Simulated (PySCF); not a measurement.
Species: dimethoxysilane, C₂H₈O₂Si, charge 0, multiplicity 1. 
Geometry from a B3LYP-D3(BJ)/def2-TZVP (Ansatz) optimisation:
```xyz
13

Si    -0.0419     0.7340     0.5386
O     -1.1044    -0.5123     0.6294
C     -2.0192    -0.8560    -0.4009
O      1.1035     0.5285    -0.6175
C      2.0958    -0.4868    -0.5843
H      0.5768     0.7883     1.8792
H     -0.7347     1.9805     0.1524
H     -1.5022    -1.3183    -1.2460
H     -2.7365    -1.5685     0.0058
H     -2.5633     0.0227    -0.7618
H      1.6610    -1.4669    -0.7976
H      2.8407    -0.2584    -1.3462
H      2.5921    -0.5288     0.3904
```
Charge 0, spin multiplicity 1.

Dispersion corrections to the total energy (kcal/mol) from the dftd3 and dftd4 libraries through PySCF: D3(BJ) without and D4 with the three-body term, each with the damping fitted for the functional named.

```tsv
functional	D3(BJ)	D4
HF	?	-19.71
r2SCAN	-1.60	-1.43
B3LYP	-9.46	?
HSE06	-3.67	-4.31
CAM-B3LYP	-4.35	-4.68
revPBE	-13.75	-17.62
B2PLYP	-4.41	?
```

**Question.** Some entries are withheld; supply them.

**Answer.** 
- HF, D3(BJ): -42.07
- B3LYP, D4: -8.75
- B2PLYP, D4: -3.85
